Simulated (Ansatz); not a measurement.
`[CH3][Ga-]([Cl])([Cl])[SeH2+]`, charge 0, multiplicity 1.

Question: Give a relaxed structure at PBE0-D4/def2-TZVP (Ansatz). (Best estimate.)

Answer: Ansatz gave: 
Cartesian coordinates in Å:
```
C 0.649 1.348 -0.349
Ga -0.583 -0.102 -0.799
Cl -2.727 0.182 -0.584
Cl -0.051 -1.550 -2.328
Se -0.433 -1.892 1.216
H 0.620 2.099 -1.141
H 0.358 1.822 0.588
H 1.670 0.972 -0.268
H -0.534 -0.941 2.332
H 1.032 -1.938 1.333
```
Point group Cs.
This is one stationary point; other conformers may exist.
